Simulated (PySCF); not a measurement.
## Dipole response of Cu+ (copper, charge +1)

[Ar] 3d10, closed-shell 1S. Calculation: PySCF 2.14, in aug-cc-pwCVTZ-DK; scalar relativity by spin-free X2C-1e. Coupled (time-dependent) response in atomic units; α is the mean over directions.

| method | mean α (bohr³) | C₆ (like pair) | S(−4) |
| --- | --- | --- | --- |
| PW91 | 7.276 | 22.53 | 58.95 |
| BHandHLYP | 5.766 | 17.81 | 30.03 |

S(−4) is the Cauchy moment in α(ω) = α(0) + S(−4) ω² + …

α(iu) at BHandHLYP:

| u (hartree) | α(iu) (bohr³) |
| --- | --- |
| 0 | 5.766 |
| 0.0500 | 5.692 |
| 0.100 | 5.489 |
| 0.200 | 4.863 |
| 0.300 | 4.208 |
| 0.500 | 3.248 |
| 0.750 | 2.559 |
| 1.00 | 2.127 |
| 1.50 | 1.565 |
| 2.00 | 1.197 |
| 3.00 | 0.7599 |
| 5.00 | 0.3880 |

A single London oscillator, α(iu) = α/(1 + u²/ω²), gives C₆ = (3/4) ω α². Matching the computed C₆ needs ω = 4 × 17.81 / (3 × 5.766²) = 0.714 hartree.

For an ion, C₆ is the dispersion term alone; charge-induced terms of lower order in 1/R come first.
